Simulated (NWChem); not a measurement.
System meant: C$_{2}$H$_{5}$O$_{2}$, doublet; SMILES O[CH]CO

NWChem input:

```
start job
memory heap 200 mb stack 900 mb global 1100 mb
geometry units angstroms noautoz
  O      0.500645    -1.374060    -0.225868
  C     -0.597733    -0.687825     0.240413
  C     -0.594638     0.746497    -0.161584
  O      0.606629     1.414647     0.190533
  H      0.467142    -2.289628     0.103240
  H     -1.540862    -1.248472     0.378096
  H     -0.785578     0.836200    -1.271066
  H     -1.439566     1.265909     0.338389
  H      1.324244     0.800647    -0.056626
end
basis spherical
  * library def2-svp
end
dft
  odft
  mult 3
  xc b3lyp
  iterations 150
  mulliken
end
task dft energy
```

End of the output:

```
 Summary of "ao basis" -> "" (spherical)
 ------------------------------------------------------------------------------
       Tag                 Description            Shells   Functions and Types
 ---------------- ------------------------------  ------  ---------------------
 *                          def2-svp                  on all atoms

                                 NWChem DFT Module
                                 -----------------

 Summary of "ao basis" -> "ao basis" (spherical)
 ------------------------------------------------------------------------------
       Tag                 Description            Shells   Functions and Types
 ---------------- ------------------------------  ------  ---------------------
 O                          def2-svp                 6       14   3s2p1d
 C                          def2-svp                 6       14   3s2p1d
 H                          def2-svp                 3        5   2s1p

 Summary of "ao basis" -> "ao basis" (spherical)
 ------------------------------------------------------------------------------
       Tag                 Description            Shells   Functions and Types
 ---------------- ------------------------------  ------  ---------------------
 O                          def2-svp                 6       14   3s2p1d
 C                          def2-svp                 6       14   3s2p1d
 H                          def2-svp                 3        5   2s1p

  number of electrons :                   33
  multiplicity        :                    3
 ------------------------------------------------------------------------
  no. of electrons and multiplicity not compatible                  33
 ------------------------------------------------------------------------
 ------------------------------------------------------------------------
  current input line :
    24: task dft energy
 ------------------------------------------------------------------------
 ------------------------------------------------------------------------
 There is an error in the input file
 ------------------------------------------------------------------------
 For more information see the NWChem manual at https://nwchemgit.github.io

0: no. of electrons and multiplicity not compatible:Received an Error in Communication
```

### Question
Find the fault in this run and fix the input.

### Answer
The input was rejected before any calculation. Cause: the multiplicity doesn't fit the number of electrons (an even count wants an odd multiplicity, and the reverse). This input runs:
```
start job
memory heap 200 mb stack 900 mb global 1100 mb
geometry units angstroms noautoz
  O      0.500645    -1.374060    -0.225868
  C     -0.597733    -0.687825     0.240413
  C     -0.594638     0.746497    -0.161584
  O      0.606629     1.414647     0.190533
  H      0.467142    -2.289628     0.103240
  H     -1.540862    -1.248472     0.378096
  H     -0.785578     0.836200    -1.271066
  H     -1.439566     1.265909     0.338389
  H      1.324244     0.800647    -0.056626
end
basis spherical
  O library def2-svp
  C library def2-svp
  H library def2-svp
end
dft
  odft
  mult 2
  xc b3lyp
  iterations 150
  mulliken
end
task dft energy
```
It converges to -229.41843 Ha (B3LYP/def2-SVP, spin-unrestricted).
